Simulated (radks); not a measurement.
Dipole-allowed excitations along the series with 46 electrons in [Kr] 4d10. Method: scalar-relativistic Kohn-Sham, LB94 model potential, spin-polarised, spherical densities, finite nucleus; Fermi nuclear charge, rms radius of each element as measured or else 0.836 A^(1/3) + 0.57 fm; computed with a radial shooting solver on a logarithmic mesh with Libxc functionals. Time-dependent linear response with the Hartree and adiabatic LDA kernel, continuum included through the Sternheimer equations, no spin-orbit coupling, so fine structure and intercombination lines are absent. Lines are the poles of the dipole polarisability below minus the highest occupied eigenvalue, found on a grid refined at the orbital gaps; the lowest seven at most are given, and weak or close lines can be missed. The first line takes the name of the lowest orbital gap if no other gap lies below it; otherwise a line is named after a gap within 0.6 % of it, if that gap stands alone.

species  -e(HOMO) (eV)  lowest orbital gap (eV)      first line (eV)     f  static alpha (bohr^3)
Pm15+           431.94             4d-4f 128.88  160.45 (unassigned)  8.29                 0.2860
Sm16+           475.21             4d-4f 134.82       167.78 (4d-4f)  7.60                 0.2522
Eu17+           520.26             4d-4f 140.72       174.93 (4d-4f)  7.22                 0.2237
